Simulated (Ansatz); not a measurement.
`C#C[Si](F)(F)Cl` + H–F → `C#C[Si](F)(F)F` + HCl at 600 K and 1 bar (ligand exchange at the Si–Cl bond).

Gas-phase electronic energies from Ansatz, PBE0-D4/def2-TZVP geometries. CBS: MP2 limit from def2 TZ/QZ plus the TZ coupled-cluster correction, frozen cores. This one scheme is used for every species.

| species | CCSD(T)/CBS energy (Eh) | H − E (kJ/mol) | S (J/(mol·K)) |
| --- | --- | --- | --- |
| `C#C[Si](F)(F)Cl` | -1025.29095 | 128.5 | 429.1 |
| H–F | -100.39570 | 42.3 | 194.0 |
| `C#C[Si](F)(F)F` | -665.32575 | 130.1 | 405.5 |
| HCl | -460.38127 | 35.4 | 207.2 |

H − E and S are ideal-gas, rigid-rotor, harmonic terms from PBE0-D4/def2-TZVP. 1 Eh = 2625.50 kJ/mol, R = 8.31446 J/(mol·K).

Q: By hand: ΔE, ΔH, ΔS and ΔG.

A: ΔE = (-665.32575) + (-460.38127) − (-1025.29095) − (-100.39570) = -0.02037 Eh = -53.5 kJ/mol. Δ(H − E) = 130.1 + 35.4 − 128.5 − 42.3 = -5.3, so ΔH = -58.8 kJ/mol. ΔS = 405.5 + 207.2 − 429.1 − 194.0 = -10.4 J/(mol·K). ΔG = -58.8 − 600 × (-10.4)/1000 = -52.6 kJ/mol.

Q: By hand: the equilibrium constant, and the temperature at which ΔG would vanish if ΔH and ΔS stayed fixed.

A: log₁₀ K = −ΔG/(RT ln 10) = 4.6. ΔG = 0 at ΔH/ΔS = 5654 K, far beyond where these terms or the molecules hold.

The number of gas molecules stays the same, so ΔS is small and ΔH decides. A doubt of 5 kJ/mol in ΔE shifts log₁₀ K by 0.4 here. These are equilibria of isolated gas molecules and say nothing of rates. Largest T1 diagnostic: 0.013 (customary marks: 0.02 for closed shells, 0.045 for open ones).
